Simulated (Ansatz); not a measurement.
CHCl2GeNO (`O=C=[N][GeH]([Cl])[Cl]`). Charge 0, multiplicity 1.

```xyz
7

O     0.503   -2.484    1.458
C    -0.005   -1.550    0.995
N    -0.610   -0.606    0.549
Ge   -0.226    0.836   -0.476
Cl    1.286    1.983    0.493
Cl    0.541    0.162   -2.346
H    -1.488    1.659   -0.673
```

**Question.** What are the harmonic wavenumbers in cm⁻¹ at PBE0-D4/def2-TZVP (Ansatz, finite differences of forces, unscaled)? (Best estimate.)

**Answer.** Ansatz gave: 20, 70, 146, 197, 226, 427, 449, 528, 641, 692, 713, 728, 1456, 2244, 2369.

**Question.** Is this a minimum?

**Answer.** Yes, all 15 modes are real.

**Question.** Give the ideal-gas thermochemistry at 298.15 K and 1 bar (rigid rotor, harmonic oscillator; point group Cs, symmetry number 1).

**Answer.** Zero-point energy 65.3 kJ/mol; H(298) − E = 87.4 kJ/mol; entropy 385.6 J/(mol·K), of which translation 174.1, rotation 123.2, vibration 88.3; G(298) − E = -27.6 kJ/mol. Modes under 100 cm⁻¹ are hindered rotations or soft bends, so the harmonic entropy is rough.
